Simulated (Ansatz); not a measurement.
# Energy profile

The step: BHCl₂ ([Cl][BH][Cl]) + SiH₄O ([OH][SiH3]) → BSiH₃Cl₂O ([SiH3][O][B]([Cl])[Cl]) + H₂; bonds formed: H2–H5; dative contacts that become bonds: B1–O6; bonds broken: B1–H2, H5–O6 (atoms numbered as in the saddle structure below).

```xyz
10
angstrom
B -0.9824 0.2565 -0.8815
H -0.4827 1.2700 -1.6034
Cl -0.5582 -1.2719 -1.7279
Cl -2.7108 0.5780 -0.5894
H 0.0342 1.2428 -0.6902
O -0.0966 0.5557 0.3224
Si 0.9795 -0.4664 1.1180
H 1.4792 0.3271 2.2625
H 0.2418 -1.6629 1.5741
H 2.0960 -0.8288 0.2154
```

Electronic energies by CCSD(T) at an estimated basis limit (MP2 extrapolated from triple and quadruple zeta, plus CCSD(T) − MP2 in triple zeta), on PBE0-D4/def2-TZVP structures; BSiH$_{5}$Cl$_{2}$O, singlet; no counterpoise correction. Program: Ansatz 0.2.0. Basis: def2-TZVPP and def2-QZVPP. Cores are frozen in the correlated methods. Extrapolation: Hartree–Fock as exp(−7.88 √X), correlation as X^−2.97.

Question: Give the profile in kcal/mol, counted from the separated reactants. (To be estimated.)

Answer: The calculation gives:
| point | kcal/mol |
| --- | --- |
| separated: BHCl$_{2}$ (linked as [Cl][BH][Cl]; B1, H2, Cl3, Cl4; singlet) + SiH$_{4}$O (linked as [OH][SiH3]; H5, O6, Si7, H8, H9, H10; singlet) | 0.00 |
| start structure | -10.34 |
| saddle | 20.11 |
| end structure | -27.66 |
| separated: BSiH$_{3}$Cl$_{2}$O (linked as [SiH3][O][B]([Cl])[Cl]; B1, Cl3, Cl4, O6, Si7, H8, H9, H10; singlet) + H$_{2}$ (H2, H5; singlet) | -26.79 |

The T1 diagnostic stays at or below 0.012.

The step is the kind of ligand exchange by which a precursor binds to a hydroxyl group, or is hydrolysed, in atomic layer deposition of oxides.

For scale, one of the runs: CCSD(T)/def2-TZVPP, 258 basis functions, launched by `ansatz run in.yaml --threads 8 --pin off --events-out ev --progress --plain --max-ram 19148MiB`. Hardware: 8 CPU threads of an Intel Xeon Platinum 8259CL, shared host. Wall time 49 s; peak host memory 5.7 GiB.
